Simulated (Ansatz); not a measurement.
**Ligand exchange: In(CH3)3 + BH(NH2)2 → In(CH3)2(NH2) + BH(CH3)(NH2)**

Species: In(CH3)3 (trimethylindium (TMIn)), singlet; BH(NH2)2, singlet; In(CH3)2(NH2), singlet; BH(CH3)(NH2), singlet. The partners trade CH3 for NH2: In–CH3 and B–NH2 bonds give way to In–NH2 and B–CH3.

Shapes, held fixed at every level: PBE0-D4/def2-TZVP. Programs: Ansatz 0.2.0. Electronic energies: no zero-point or thermal term.

```json
{"level": "HF/def2-SVP", "kind": "Hartree–Fock", "ΔE (kJ/mol)": "+55.7", "less CCSD(T)/def2-TZVPP": "+10.9"}
{"level": "SPW92/def2-TZVPP", "kind": "LDA", "ΔE (kJ/mol)": "+48.5", "less CCSD(T)/def2-TZVPP": "+3.7"}
{"level": "r2SCAN-D4/def2-TZVPP", "kind": "meta-GGA", "ΔE (kJ/mol)": "+45.3", "less CCSD(T)/def2-TZVPP": "+0.5"}
{"level": "PBE0-D4/def2-TZVPP", "kind": "global hybrid", "ΔE (kJ/mol)": "+48.3", "less CCSD(T)/def2-TZVPP": "+3.5"}
{"level": "MP2/def2-SVP", "kind": "perturbation theory", "ΔE (kJ/mol)": "+46.8", "less CCSD(T)/def2-TZVPP": "+2.0"}
{"level": "CCSD/def2-SVP", "kind": "coupled cluster or CI", "ΔE (kJ/mol)": "+46.5", "less CCSD(T)/def2-TZVPP": "+1.7"}
{"level": "CCSD/def2-TZVPP", "kind": "coupled cluster or CI", "ΔE (kJ/mol)": "+45.7", "less CCSD(T)/def2-TZVPP": "+0.9"}
{"level": "CCSD(T)/def2-TZVPP", "kind": "coupled cluster or CI", "ΔE (kJ/mol)": "+44.8", "less CCSD(T)/def2-TZVPP": "0.0"}
```

The highest level, CCSD(T)/def2-TZVPP, gives ΔE = +44.8 kJ/mol; the levels span +44.8 to +55.7. The column of differences is taken from that level and isn't an error. No measured value is set beside it here. For atoms past krypton def2 sets carry core potentials with scalar relativity. Outer-core shells of In are correlated in most correlated rows, in sets that cover them unevenly.
